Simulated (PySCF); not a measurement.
Si(OH)3(NH2) (H₅NO₃Si), SMILES N[Si](O)(O)O. Coordinates come from a PBE-D3(BJ)/def2-SVP optimisation. One conformer was computed; it need not be the lowest.

Computed equilibrium geometry at PBE-D3(BJ)/def2-SVP (PySCF confirms it by a frequency run) as a Z-matrix (one conformer of several):
```
Si
O 1 1.6697
H 2 0.9729 1 111.66
O 1 1.6771 2 107.09 3 -26.21
H 4 0.9731 1 112.17 2 133.98
O 1 1.6774 2 116.30 3 88.06
H 6 0.9732 1 112.41 2 74.20
N 1 1.7225 2 103.28 3 -153.03
H 8 1.0215 1 119.89 2 176.54
H 8 1.0222 9 111.05 1 143.12
```
